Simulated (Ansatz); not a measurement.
Consider the formal hydrolysis of the Al–C bond: `[NH2][AlH][CH]=O` + H₂O → `[NH2][AlH][OH]` + `C=O`.

Program: Ansatz. Geometries: PBE0-D4/def2-TZVP. ΔE: electronic, gas phase. CCSD(T)/CBS is the MP2 limit (def2-TZVPP, def2-QZVPP) plus CCSD(T) − MP2 in def2-TZVPP, frozen cores. This one scheme is used for every species. Functionals use def2-TZVPP. Each species was taken in one conformer, which may not be the lowest.

Task: Is it downhill or uphill in electronic energy at CCSD(T)/CBS, and by how much? (Estimate.)

Result: Computed: Downhill: ΔE = -1.57 eV.

Task: What do these levels give: PBE-D4, PBE0-D4, r2SCANh, CCSD(T)/def2-SVP, HF/def2-TZVPP, HF/CBS(def2)? (Estimate.)

Result: The calculation gave: PBE-D4 -1.45, PBE0-D4 -1.51, r2SCANh -1.61, CCSD(T)/def2-SVP -1.62, HF/def2-TZVPP -1.75, HF/CBS(def2) -1.76 eV.

Task: What do rigid-rotor, harmonic-oscillator terms from PBE0-D4/def2-TZVP frequencies (298.15 K, 1 bar) make of the CCSD(T)/CBS value? (Best estimate.)

Result: The calculation gave: ΔZPE = +0.03 eV, ΔH = -1.57 eV, ΔS = 0 J/(mol·K), ΔG = -1.57 eV.

Largest T1 diagnostic among the species: 0.015.

At CCSD(T), def2-SVP lies −0.05 eV from the extrapolated value and def2-TZVPP −0.03 eV. Leaving LDA and LC-ωPBE aside and taking each functional with its dispersion term where it has one, the values, not all of them listed here, spread over 0.22 eV, from BHLYP-D4 to revPBE-D4. From BLYP to BHLYP (50 % exact exchange), in def2-TZVPP and without D4, ΔE moves by −0.12 eV.
